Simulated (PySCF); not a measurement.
Compound: C₆H₆S.
SMILES with atom numbers: `[SH:1][c:2]1[cH:3][cH:4][cH:5][cH:6][cH:7]1` (hydrogens: H8 on S1; H9 on C3; H10 on C4; H11 on C5; H12 on C6; H13 on C7)

The same species was optimised twice, with GFN2-xTB and with PBE0-D3(BJ)/def2-SVP (PySCF), and the same property calculations (PySCF, gas phase) were run on both structures.

```json
{"coordinate": "C2–C7 (Å)", "GFN2-xTB": "1.388", "PBE0-D3(BJ)/def2-SVP": "1.400", "change": "+0.012"}
{"coordinate": "C2–C3 (Å)", "GFN2-xTB": "1.389", "PBE0-D3(BJ)/def2-SVP": "1.401", "change": "+0.012"}
{"coordinate": "C3–C4 (Å)", "GFN2-xTB": "1.382", "PBE0-D3(BJ)/def2-SVP": "1.392", "change": "+0.010"}
{"coordinate": "C6–C7 (Å)", "GFN2-xTB": "1.383", "PBE0-D3(BJ)/def2-SVP": "1.393", "change": "+0.010"}
{"coordinate": "C5–C6 (Å)", "GFN2-xTB": "1.384", "PBE0-D3(BJ)/def2-SVP": "1.394", "change": "+0.010"}
{"coordinate": "C4–C5 (Å)", "GFN2-xTB": "1.385", "PBE0-D3(BJ)/def2-SVP": "1.394", "change": "+0.009"}
{"coordinate": "S1–C2 (Å)", "GFN2-xTB": "1.770", "PBE0-D3(BJ)/def2-SVP": "1.766", "change": "-0.004"}
{"coordinate": "S1–C2–C7 (°)", "GFN2-xTB": "121.6", "PBE0-D3(BJ)/def2-SVP": "123.0", "change": "+1.4"}
{"coordinate": "C3–C2–C7 (°)", "GFN2-xTB": "120.2", "PBE0-D3(BJ)/def2-SVP": "119.2", "change": "-1.0"}
{"coordinate": "C2–C7–C6 (°)", "GFN2-xTB": "119.6", "PBE0-D3(BJ)/def2-SVP": "120.2", "change": "+0.6"}
{"coordinate": "S1–C2–C3 (°)", "GFN2-xTB": "118.3", "PBE0-D3(BJ)/def2-SVP": "117.7", "change": "-0.6"}
{"coordinate": "C2–C3–C4 (°)", "GFN2-xTB": "119.7", "PBE0-D3(BJ)/def2-SVP": "120.2", "change": "+0.5"}
{"coordinate": "C4–C5–C6 (°)", "GFN2-xTB": "119.7", "PBE0-D3(BJ)/def2-SVP": "119.3", "change": "-0.4"}
{"coordinate": "C3–C4–C5 (°)", "GFN2-xTB": "120.3", "PBE0-D3(BJ)/def2-SVP": "120.5", "change": "+0.2"}
{"coordinate": "C5–C6–C7 (°)", "GFN2-xTB": "120.4", "PBE0-D3(BJ)/def2-SVP": "120.6", "change": "+0.2"}
```

Rotational constants: A = 5659, B = 1598, C = 1246 MHz (GFN2-xTB) against A = 5600, B = 1577, C = 1231 MHz (PBE0-D3(BJ)/def2-SVP). Point groups within 0.08 Å: Cs and Cs.

On the GFN2-xTB structure: HOMO (eV) -6.40 [PBE0/pcSseg-1]; LUMO (eV) -0.37 [PBE0/pcSseg-1]; dipole (D) 1.23 [PBE0/pcSseg-1]; GIAO shielding of S1 (ppm) 503.5 [PBE0/pcSseg-1]; GIAO shielding of C2 (ppm) 43.8 [PBE0/pcSseg-1]; GIAO shielding of C3/C7 (mean) (ppm) 56.1 [PBE0/pcSseg-1]; GIAO shielding of C4/C6 (mean) (ppm) 52.3 [PBE0/pcSseg-1]; GIAO shielding of C5 (ppm) 58.1 [PBE0/pcSseg-1].

Question: What do these properties become on the PBE0-D3(BJ)/def2-SVP structure?

Answer: 
```csv
property,level,on GFN2-xTB,on PBE0-D3(BJ)/def2-SVP,change
HOMO (eV),PBE0/pcSseg-1,-6.40,-6.39,+0.01
LUMO (eV),PBE0/pcSseg-1,-0.37,-0.41,-0.04
dipole (D),PBE0/pcSseg-1,1.23,1.18,-0.05
"energy, GFN2-xTB geometry as zero (kcal/mol)",PBE0/pcSseg-1,0.0,-0.3,-0.3
GIAO shielding of S1 (ppm),PBE0/pcSseg-1,503.5,498.7,-4.8
GIAO shielding of C2 (ppm),PBE0/pcSseg-1,43.8,41.7,-2.1
GIAO shielding of C3/C7 (mean) (ppm),PBE0/pcSseg-1,56.1,53.5,-2.6
GIAO shielding of C4/C6 (mean) (ppm),PBE0/pcSseg-1,52.3,49.9,-2.4
GIAO shielding of C5 (ppm),PBE0/pcSseg-1,58.1,55.7,-2.4
```

The heavy atoms differ by 0.014 Å rms after alignment. Among bonds between heavy atoms C2–C3 and C2–C7 change most and about equally (+0.012 Å). Changes are differences of the printed values. Neither structure is proved a minimum here.

Conformer computed: `[SH:1][c:2]1[cH:3][cH:4][cH:5][cH:6][cH:7]1`: H–S1–C2–C3 180°.
